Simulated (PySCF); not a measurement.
AlFH₂O₂, SMILES [OH][Al]([OH])[F].

The structure is a stationary point at TPSSh-D3(BJ)/def2-SVP. Other conformers were not sampled.

Method: HF/def2-TZVPD (PySCF).

Computed frontier levels, gap, dipole moment and polarisability:
```yaml
highest_occupied_level: -13.78 eV
lowest_empty_level: 0.79 eV
orbital_gap: 14.57 eV
dipole_moment: 2.01 D
quadrupole, principal values (traceless, Buckingham form, about the centre of nuclear charge): -8.57, 4.12, 4.45 D·Å
mean_static_polarisability: 25.9 bohr³ (3.83 Å³)
polarisability_principal_values: 23.3, 26.2, 28.1 bohr³
```
